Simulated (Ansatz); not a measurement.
A structure relaxed at B3LYP-D4/def2-SVPD in Ansatz, charge -1, doublet:

```xyz
6

Be    0.020   -0.151    1.723
Be   -0.007    0.057   -0.648
Cl    0.240    1.746    0.652
Cl   -1.666   -0.738    0.457
Cl   -0.030    0.224   -2.570
Cl    1.444   -1.138    0.386
```

Question: Give its formula and point group.

Answer: Be₂Cl₄⁻. Point group C3v (tolerance 0.1 Å).

Question: Summarise the bond lengths by kind (pairs closer than 1.2 times the sum of covalent radii, bridged metal pairs left out).

Answer: 7 × Be–Cl 1.93 to 2.19 Å.

The relaxation made no stability test and no search for a lower SCF solution. Another isomer (doublet) lies 0.34 eV lower at PBE0-D4/def2-TZVPD; other spin states weren't run for this one.
